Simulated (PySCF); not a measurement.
Computed Raman spectrum (relative Raman activity) of a molecule CH6FNOSi2. The structure is a stationary point at PBE-D3(BJ)/def2-SVP. Other conformers were not sampled. These are PBE-D3(BJ)/def2-SVP (PySCF 2.14.0) values and carry that method's errors. Frequencies are harmonic and unscaled.

Lines under 2 % of the strongest are left out, and lines within 2 cm⁻¹ are merged.

| ν (cm⁻¹) | relative intensity |
|---|---|
| 416 | 2.1 |
| 495 | 2.9 |
| 636 | 8.6 |
| 660 | 7.3 |
| 678 | 6.5 |
| 726 | 9.6 |
| 762 | 5.3 |
| 809 | 2.0 |
| 833 | 4.3 |
| 853 | 2.0 |
| 970 | 8.3 |
| 1193 | 3.7 |
| 1412 | 8.9 |
| 2139 | 74 |
| 2147 | 100 |
| 2250 | 90 |
| 2955 | 77 |
| 3015 | 60 |
| 3557 | 64 |

**Question.** Which structure fits?
A) O[Si@@]1(F)C[SiH2]N1
B) N[Si@@H]1O[SiH2][C@@H]1F
C) C[Si@@H]1N[Si@H](F)O1
D) F[Si@H]1N[SiH2]CO1

**Answer.** D, F[Si@H]1N[SiH2]CO1
